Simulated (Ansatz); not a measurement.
`[NH2][GaH][CH2][SiH3]` + `CCSSC` → `CCSS[SiH3]` + `C[CH2][GaH][NH2]`  (formal exchange of groups at the Si–C bond)

Calculated with Ansatz (gas phase, PBE0-D4/def2-TZVP geometries, no zero-point term in ΔE). CCSD(T)/CBS is the MP2 limit (def2-TZVPP, def2-QZVPP) plus CCSD(T) − MP2 in def2-TZVPP, frozen cores. Functionals use def2-TZVPP. HSE06 is defined as in plane-wave codes. For Ga outer-core shells are correlated without core-valence functions, which leaves a few kJ/mol of doubt a bond. Scalar relativity is left out up to krypton. One conformer a species, not always the lowest.

`[NH2][GaH][CH2][SiH3]`:

Cartesian coordinates in Å:
```
N 1.657 -0.466 -1.428
Ga -0.158 -0.424 -1.403
C -1.012 -0.500 0.369
Si -0.428 0.845 1.517
H 2.209 -0.426 -2.267
H 2.232 -0.493 -0.603
H -0.889 -0.326 -2.780
H -0.769 -1.469 0.819
H -2.097 -0.454 0.255
H -0.673 2.189 0.923
H 1.037 0.717 1.757
H -1.110 0.806 2.842
```

`CCSSC`:

```xyz
13

C    -0.072    1.606   -1.326
C    -0.603    0.198   -1.182
S     0.681   -1.053   -0.894
S     1.448   -0.553    0.916
C     0.352   -1.398    2.075
H     0.454    1.912   -0.420
H     0.624    1.678   -2.164
H    -0.892    2.310   -1.495
H    -1.086   -0.145   -2.103
H    -1.345    0.125   -0.384
H     0.756   -1.210    3.072
H     0.346   -2.470    1.883
H    -0.662   -1.000    2.023
```

`CCSS[SiH3]`:

```xyz
13

C    -1.395    1.565   -0.650
C     0.036    1.309   -0.232
S     0.210    0.537    1.396
S    -0.640   -1.318    1.104
Si    1.174   -2.302    0.539
H    -1.423    2.046   -1.632
H    -1.903    2.212    0.067
H    -1.950    0.628   -0.718
H     0.594    2.245   -0.122
H     0.569    0.697   -0.962
H     0.818   -3.706    0.201
H     1.764   -1.636   -0.650
H     2.146   -2.276    1.658
```

`C[CH2][GaH][NH2]`:

Z-matrix (Å, degrees):
```
C
C 1 1.524
H 1 1.093 2 111.6
H 1 1.093 2 111.6 3 -119.8
H 1 1.094 2 112.0 3 120.1
Ga 2 1.971 1 114.5 3 59.8
H 2 1.096 1 110.7 3 -178.2
H 2 1.096 1 110.6 3 -62.1
N 6 1.820 2 116.8 1 -0.5
H 6 1.566 2 127.4 1 179.5
H 9 1.006 6 124.1 2 0.0
H 9 1.006 6 124.2 2 -180.0
```

```json
{"level": "BLYP-D4", "ΔE (kJ/mol)": "-33.4"}
{"level": "HSE06-D4", "ΔE (kJ/mol)": "-33.6"}
{"level": "HF/def2-SVP", "ΔE (kJ/mol)": "-41.9"}
{"level": "MP2/CBS(def2)", "ΔE (kJ/mol)": "-35.1"}
```

**Question.** What does CCSD(T)/CBS give? (An estimate is asked.)

**Answer.** Computed: -34.3 kJ/mol. The listed levels differ from it by 0.9, 0.7, -7.6, -0.8 kJ/mol.

Largest T1 diagnostic among the species: 0.013.

At CCSD(T), def2-SVP lies −7.7 kJ/mol from the extrapolated value and def2-TZVPP +1.1 kJ/mol. Leaving LDA and LC-ωPBE aside and taking each functional with its dispersion term where it has one, the values, not all of them listed here, spread over 2.5 kJ/mol, from BHLYP-D4 to r2SCAN-D4.

CCSD(T)/CBS has its own doubt, a few kJ/mol and more with outer-core shells, so smaller differences from it don't rank the levels.
